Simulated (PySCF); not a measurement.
Ge(OH)3(OSiMe3), SMILES C[Si](C)(C)[O][Ge]([OH])([OH])[OH] (C3H12GeO4Si) (GFN2-xTB optimised geometry):

```
21

C     -2.076     0.530     0.000
Si    -1.443    -1.270     0.000
C     -1.911    -2.192     1.595
C     -2.053    -2.179    -1.561
O      0.197    -1.270     0.000
Ge     1.544    -0.489    -0.731
O      1.849     1.000     0.062
O      2.902    -1.517    -0.568
O      1.265    -0.186    -2.400
H     -3.160     0.578     0.007
H     -1.726     1.058    -0.884
H     -1.716     1.071     0.871
H     -1.507    -3.199     1.604
H     -1.538    -1.680     2.477
H     -2.989    -2.267     1.685
H     -1.783    -1.635    -2.462
H     -1.617    -3.171    -1.633
H     -3.132    -2.293    -1.555
H      1.267     1.724    -0.162
H      3.160    -1.724     0.328
H      1.379    -0.940    -2.975
```

Level of theory: B3LYP/def2-SVP in PySCF.

**Question.** What are the frontier orbital energies and the dipole moment?

**Answer.** HOMO-2 -8.62 eV, HOMO-1 -7.82 eV, HOMO -7.72 eV, LUMO 0.11 eV, LUMO+1 1.36 eV; dipole moment 1.44 D.

On the same geometry PBE/def2-SVP in PySCF gives HOMO-2 -7.14 eV, HOMO-1 -6.60 eV, HOMO -6.47 eV, LUMO -0.50 eV, LUMO+1 0.82 eV; dipole moment 1.33 D.

Meta-Löwdin charges at B3LYP/def2-SVP: C1 -0.56, Si2 1.11, C3 -0.55, C4 -0.55, O5 -0.80, Ge6 1.46, O7 -0.69, O8 -0.69, O9 -0.69, H10 0.11, H11 0.10, H12 0.11, H13 0.11, H14 0.11, H15 0.10, H16 0.11, H17 0.11, H18 0.11, H19 0.33, H20 0.33, H21 0.33.
